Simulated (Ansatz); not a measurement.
## A basis-limit estimate, worked out

An elementary step of SiNH7ClF, closed shell (SiH₃Cl ([SiH3][Cl]) + NH₃ + HF → SiH₂ClF ([F][SiH2][Cl]) + NH₃ + H₂; bonds formed: Si1–F7, H2–H8, H6–N9; bonds broken: Si1–H2, H6–F7, H8–N9). “Start” is the structure reached by relaxing down from the saddle towards the reactants; PBE0-D4/def2-TZVP structures. The saddle:

Si1  (-0.042, 1.410, -0.649)
H2  (-0.649, -0.122, -0.631)
H3  (0.966, 1.149, -1.707)
H4  (0.006, 2.834, -0.222)
Cl5  (-1.908, 1.721, -1.688)
H6  (0.748, -0.986, 1.395)
F7  (0.707, 0.938, 0.795)
H8  (-0.284, -0.873, 0.016)
N9  (0.192, -1.643, 0.848)
H10  (-0.520, -2.080, 1.421)
H11  (0.784, -2.349, 0.424)
(Å)

Computed with Ansatz 0.2.0 (basis: def2-TZVPP and def2-QZVPP); correlated methods freeze the cores.

Energies in eV:

| quantity | saddle | start |
| --- | --- | --- |
| Hartree–Fock, triple zeta (X = 3) | -24667.09466 | -24668.49788 |
| Hartree–Fock, quadruple zeta (X = 4) | -24667.91361 | -24669.29704 |
| MP2 correlation, X = 3 | -23.21688 | -22.79186 |
| MP2 correlation, X = 4 | -25.22010 | -24.77437 |
| CCSD(T) correlation, X = 3 | -25.31091 | -24.93154 |

**Question.** Work out the barrier at the basis limit: extrapolate Hartree–Fock as E(X) = E∞ + A exp(−7.88 √X) and the MP2 correlation as E(X) = E∞ + B X^−2.97 (the exponents that Neese and Valeev fitted for def2-TZVPP and QZVPP), then add CCSD(T) − MP2 in triple zeta.

**Answer.** Each step is linear, so take the differences first (saddle − start): Hartree–Fock 1.40322 (X = 3) and 1.38343 (X = 4); MP2 correlation -0.42502 and -0.44573; CCSD(T) correlation -0.37937.
Two points give E∞ = E(4) + w [E(4) − E(3)], with w = 1/(exp(7.88 (2 − √3)) − 1) = 0.1377 for Hartree–Fock and w = 1/((4/3)^2.97 − 1) = 0.7407 for the correlation.
Hartree–Fock: 1.38343 + 0.1377 × (-0.01979) = 1.3807 eV.
MP2 correlation: -0.44573 + 0.7407 × (-0.02071) = -0.4611 eV.
CCSD(T) − MP2: -0.37937 − (-0.42502) = 0.0457 eV.
Sum: 1.3807 + (-0.4611) + 0.0457 = 0.9653 eV, or 22.26 kcal/mol. Plain CCSD(T) in triple zeta gives 1.0238 eV, so the larger basis shifts the result by -0.0585 eV.

No T1 diagnostic of these runs exceeds 0.011.

Labels in which every atom is bracketed show which atoms are joined, not bond orders.

For scale, one of the runs: CCSD(T)/def2-TZVPP, 244 basis functions, launched by `ansatz run in.yaml --threads 4 --pin off --events-out ev --progress --plain --max-ram 9574MiB`. Time: 2.2 min of wall clock on 4 CPU threads of an Arm Neoverse V2; the host was shared. Peak host memory: 4.8 GiB.
